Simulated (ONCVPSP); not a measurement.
**What one change does to a pseudopotential (Ge (Z = 32), ONCV)**

```json
{
 "Element": "germanium",
 "Generator": "ONCVPSP 4.0.1",
 "Type": "optimised norm-conserving Vanderbilt (ONCV)",
 "Functional": "PBE",
 "Relativity": "scalar-relativistic",
 "Frozen core": "[Ar] 3d10",
 "Valence charge": "4",
 "Reference configuration": "4s2 (charge +2)",
 "Partial waves": "4s: rc 1.65 bohr, ncon 3, nbas 7, qcut 4.4 1/bohr, 2 projectors, debl 0.5 Ha; p scattering state at 0.17 Ha: rc 1.40 bohr, ncon 3, nbas 7, qcut 4.9 1/bohr, 2 projectors, debl 3.8 Ha; d scattering state at 0.32 Ha: rc 1.40 bohr, ncon 4, nbas 7, qcut 7 1/bohr, local",
 "Local potential": "the d channel",
 "Core correction": "Teter function, fcfact 2.5, rcfact 1.55"
}
```

In the s channel the program set the typed energies aside and used -1.075, 0.250 Ha. In the p channel the program set the typed energies aside and used 0.050, 3.850 Ha.

All-electron outer shells of the reference configuration (PBE, scalar-relativistic, ld1.x):

```csv
shell,level (eV),outermost node (bohr),outermost maximum (bohr)
3d,-49.19,–,0.50
4s,-29.25,0.77,1.66
```

Change: core correction Teter function, fcfact 7.4, rcfact 1.55.

Cutoffs: the cutoffs (Ha) at which the residual kinetic energy of the hardest occupied pseudo-wave falls to 1 and 0.1 mHa per electron; they do not see the model core or the augmentation charge, which bear on the density cutoff. Errors are all-electron minus pseudo energies relative to the spin-unpolarised reference configuration.

Task: Predict the effect on cutoff, ghosts and configuration errors.

Result: The potential gets neither clearly harder nor softer (8.8 Ha and 21 Ha → 8.8 Ha and 21 Ha); both files keep a bound ghost (s); of the 4 tests that both files solve, the error grows in 4 and shrinks in 0 by more than 15 % and 0.3 meV (median size 58.1 → 221.4 meV). A model core, the more so a compact one, raises the density cutoff, which this test does not measure.

```tsv
quantity	base	changed
cutoff, loose	8.8 Ha	8.8 Ha
cutoff, tight	21 Ha	21 Ha
bound ghosts	s	s
GHOST(+) flags under 300 eV	p at 131.8 eV	p at 131.8 eV
error for 4s2 4p2, meV [ΔE -22.88 eV]	-74	-318
error for 4s2 4p1, meV [ΔE -15.44 eV]	-11	-97
error for 4s1, meV [ΔE 34.79 eV]	-88	-235
error for 4s2 4p1.5, meV [ΔE -20.08 eV]	-42	-207
s: phases at 1.67 bohr within 0.05 rad from the reference energy up to (Ha; the scan ends near 5)	3.7	3.7
p: phases at 1.42 bohr within 0.05 rad from the reference energy up to (Ha; the scan ends near 5)	4.8	4.8
d: phases at 1.42 bohr within 0.05 rad from the reference energy up to (Ha; the scan ends near 5)	0.6	0.6
rms error of d²Exc/dni dnj with the model core, mHa	1.17	12.07
```

 A true bound ghost makes a file unfit for plane-wave use even where its test errors are small: the radial tests pick states by their node count and pass the ghost by.
